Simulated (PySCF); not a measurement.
Job file and geometry (Å, from GFN2-xTB) of an NMR shielding run on `[SiH3]C1=C([SiH3])C(=S)C1`, C$_{4}$H$_{8}$SSi$_{2}$, PySCF 2.14.0, density-fitted response routines, GIAO PBE0/pcSseg-1 NMR shielding, non-relativistic, gas phase; density fitting, a coarse starting grid and PySCF grid level 2 are the driver's defaults:

```
$ OMP_NUM_THREADS=1 python probes_run.py task.json out

{"job": {"kind": "nmr", "xc": "PBE0", "basis": "pcSseg-1"}, "charge": 0, "multiplicity": 1}
Si    -1.486400     1.605382    -0.628469
C     -0.676494     0.008632    -0.072968
C      0.609141    -0.386121     0.175014
Si     2.304202     0.412008     0.111651
C      0.187129    -1.728129     0.529694
S      0.929232    -3.081818     1.005444
C     -1.264991    -1.351119     0.270182
H     -2.928163     1.362800    -0.704550
H     -0.954483     1.962622    -1.944092
H     -1.191095     2.644495     0.358597
H      2.112055     1.797805    -0.320581
H      2.887920     0.357331     1.451230
H      3.125496    -0.326821    -0.847029
H     -1.914771    -1.383549     1.144998
H     -1.743190    -1.885531    -0.551033
```

**Question.** Write the output of this run.

**Answer.** 
```
coarse grid: 14176 points
cycle   1  E = -1133.6268953229  dE =  7.734e-01  |g| = 3.112e-01  |ddm| = 3.794e+00
cycle   2  E = -1133.6000434329  dE =  2.685e-02  |g| = 4.501e-01  |ddm| = 9.453e-01
cycle   3  E = -1133.6533902371  dE = -5.335e-02  |g| = 1.321e-01  |ddm| = 6.395e-01
cycle   4  E = -1133.6578139283  dE = -4.424e-03  |g| = 4.229e-02  |ddm| = 1.847e-01
cycle   5  E = -1133.6583035213  dE = -4.896e-04  |g| = 9.595e-03  |ddm| = 6.225e-02
cycle   6  E = -1133.6583267017  dE = -2.318e-05  |g| = 3.581e-03  |ddm| = 1.448e-02
cycle   7  E = -1133.6583293088  dE = -2.607e-06  |g| = 1.529e-03  |ddm| = 5.238e-03
final grid: 123408 points
cycle   8  E = -1133.7018895781  dE = -7.502e-06  |g| = 9.246e-03  |ddm| = 3.542e-02
cycle   9  E = -1133.7018025768  dE =  8.700e-05  |g| = 1.939e-02  |ddm| = 3.134e-02
cycle  10  E = -1133.7019127821  dE = -1.102e-04  |g| = 1.542e-03  |ddm| = 2.353e-02
cycle  11  E = -1133.7019133818  dE = -5.997e-07  |g| = 2.535e-04  |ddm| = 1.607e-03
cycle  12  E = -1133.7019133944  dE = -1.255e-08  |g| = 1.044e-04  |ddm| = 3.126e-04
cycle  13  E = -1133.7019133968  dE = -2.422e-09  |g| = 4.189e-05  |ddm| = 1.176e-04
cycle  14  E = -1133.7019133973  dE = -4.475e-10  |g| = 1.006e-05  |ddm| = 5.880e-05
converged SCF energy = -1133.7019133973

GIAO shielding tensors (ppm)
atom      isotropic    diamagn.    paramagn.     s11        s22        s33       span
  0 Si     437.375     881.265    -443.889    413.678    436.849    461.600     47.922
  1 C      -15.501     257.952    -273.454   -158.963    -53.165    165.624    324.587
  2 C       10.733     252.365    -241.632   -101.393     -2.526    136.117    237.510
  3 Si     444.014     882.329    -438.314    430.260    444.562    457.221     26.961
  4 C      -64.761     263.100    -327.861   -201.296   -115.781    122.795    324.090
  5 S     -413.428    1057.068   -1470.496  -1778.861   -125.455    664.033   2442.894
  6 C      128.715     252.395    -123.680    116.971    120.296    148.878     31.907
  7 H       27.414      28.819      -1.405     24.189     25.996     32.057      7.868
  8 H       27.108      29.232      -2.123     23.979     26.000     31.346      7.367
  9 H       27.109      29.232      -2.122     23.981     25.998     31.349      7.367
 10 H       27.826      30.304      -2.478     24.298     27.557     31.623      7.325
 11 H       27.552      29.312      -1.759     24.568     25.801     32.288      7.720
 12 H       27.545      29.302      -1.757     24.556     25.801     32.278      7.722
 13 H       28.144      30.263      -2.118     25.528     28.315     30.589      5.061
 14 H       28.143      30.261      -2.118     25.523     28.315     30.592      5.069
```

**Question.** Turn these shieldings into chemical shifts. δ = σ(ref) − σ, references computed at the same level: ²⁹Si (σref 349.16) and ¹³C (σref 186.93) and ¹H (σref 31.72) against TMS; CS2 for ³³S (σref 503.73).

**Answer.** Averaging equivalent atoms: Si 0: -88.2; Si 3: -94.9; C 4: 251.7; C 1: 202.4; C 2: 176.2; C 6: 58.2; S 5: 917; H 7/8/9: 4.51; H 10/11/12: 4.08; H 13/14: 3.57 ppm. 

Size and cost of the density-fitted run: 180 basis functions, 110 s wall time on 1 thread of an Intel Xeon, shared host; peak memory 0.88 GiB.
